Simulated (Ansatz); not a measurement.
Basis-set series for `C[N]=[Ta]([Cl])([Cl])[Cl]`. Total charge 0; spin multiplicity 1. Ta: def2 effective core potential. The geometry is a stationary point of PBE0-D4/def2-TZVP.

```csv
functional,basis,functions,energy (Eh),HOMO (eV),LUMO (eV)
PBE0-D4,def2-SVP,129,-1531.45644,-8.04,-2.02
PBE0-D4,def2-QZVPP,495,-1532.09930,-8.01,-2.13
ωB97M-V,def2-SVP,129,-1531.82723,-10.21,0.08
ωB97M-V,def2-QZVPP,495,-1532.46752,-10.21,-0.09
```

(1) Give the rows for def2-TZVPP. (An estimate is asked.)

Answers

(1) Computed: 
| functional | basis | functions | energy (Eh) | HOMO (eV) | LUMO (eV) |
| --- | --- | --- | --- | --- | --- |
| PBE0-D4 | def2-TZVPP | 286 | -1532.05318 | -7.99 | -2.10 |
| ωB97M-V | def2-TZVPP | 286 | -1532.42352 | -10.19 | -0.04 |
